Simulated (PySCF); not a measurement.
## Molecular orbitals of CsLi⁺

BHandHLYP at R = 4.323 Å; Cs def2-TZVP with ECP46, Li def2-TZVP; scalar-relativistic core potentials (PySCF 2.14). State: ²Σ⁺ (doublet), unpaired electrons σ ↑. Only the outer orbitals are listed, counted within each symmetry, core potentials removing the inner ones.

| spin | orbital | occ. | ε (eV) | on Cs (%) | main shells (%) |
| --- | --- | --- | --- | --- | --- |
| α | 2σ | 1 | -36.10 | 100 | 100 Cs s |
| α | 1π | 1 | -20.64 | 100 | 100 Cs p |
| α | 1π | 1 | -20.64 | 100 | 100 Cs p |
| α | 3σ | 1 | -20.60 | 100 | 100 Cs p |
| α | 4σ | 1 | -7.87 | 16 | 75 Li s, 10 Cs s, 9 Li p |
| α | 5σ | 0 | -4.06 | 81 | 78 Cs s, 15 Li s |
| α | 2π | 0 | -3.36 | 48 | 52 Li p, 28 Cs d, 20 Cs p |
| α | 2π | 0 | -3.36 | 48 | 52 Li p, 28 Cs d, 20 Cs p |
| β | 2σ | 1 | -36.07 | 100 | 100 Cs s |
| β | 1π | 1 | -20.62 | 100 | 100 Cs p |
| β | 1π | 1 | -20.62 | 100 | 100 Cs p |
| β | 3σ | 1 | -20.56 | 100 | 100 Cs p |
| β | 4σ | 0 | -4.70 | 66 | 59 Cs s, 34 Li s |
| β | 5σ | 0 | -3.85 | 53 | 44 Li s, 39 Cs s, 10 Cs p |
| β | 2π | 0 | -2.96 | 71 | 38 Cs d, 33 Cs p, 29 Li p |

Task: Which are the highest filled and the lowest empty level, where do they sit, and how wide is the gap?

Result: Highest filled α 4σ at -7.87 eV (in %: 75 Li s, 10 Cs s, 9 Li p); lowest empty β 4σ at -4.70 eV (in %: 59 Cs s, 34 Li s); the gap at BHandHLYP is 3.17 eV.

The bond order (Mayer) is 0.27 and the ⟨S²⟩ is 0.750. The charge on Cs (Mulliken, basis-dependent) is 0.84 and the charge on Cs (Löwdin, basis-dependent) is 0.68. The dipole moment (positive dipole points towards Li; it is taken about the centre of mass and depends on that origin) is 4.10 D.

Spin–orbit coupling is left out. The state was picked by a PBE0 search and need not be the measured ground state.
